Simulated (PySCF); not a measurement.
CH3FO3Si, SMILES O=CO[Si@@H](O)F. Heavy atoms are numbered as in [O:1]=[CH:2][O:3][Si@@H:4]([OH:5])[F:6]. Hydrogens are named by the atom that carries them.

Geometry optimised at ωB97X-D3(BJ)/def2-SVP. The structure was generated by enumeration; whether it is a known compound was not checked. The values are those of a single conformer.

All values below come from PBE0/pcSseg-1 (PySCF).

GIAO shieldings, no solvent; atoms alike by connectivity are averaged. δ = σ(ref) − σ: ¹⁷O against H2O (σ = 334.2 ppm); ¹³C against TMS (σ = 186.3 ppm); ²⁹Si against TMS (σ = 352.7 ppm); ¹⁹F against CFCl3 (σ = 167.2 ppm); ¹H against TMS (σ = 31.56 ppm), references at their B3LYP-D3(BJ)/def2-TZVP geometries, non-relativistic.

| nucleus | atoms | count | δ (ppm) |
|---|---|---|---|
| ¹⁷O | O1 | 1 | 460.2 |
| ¹⁷O | O3 | 1 | 246.1 |
| ¹⁷O | O5 (OH) | 1 | 75.9 |
| ¹³C | C2 (CH) | 1 | 170.3 |
| ²⁹Si | Si4 (SiH) | 1 | -46.8 |
| ¹⁹F | F6 | 1 | -137.3 |
| ¹H | H on C2 | 1 | 8.18 |
| ¹H | H on Si4 | 1 | 4.73 |
| ¹H | H on O5 | 1 | 4.63 |
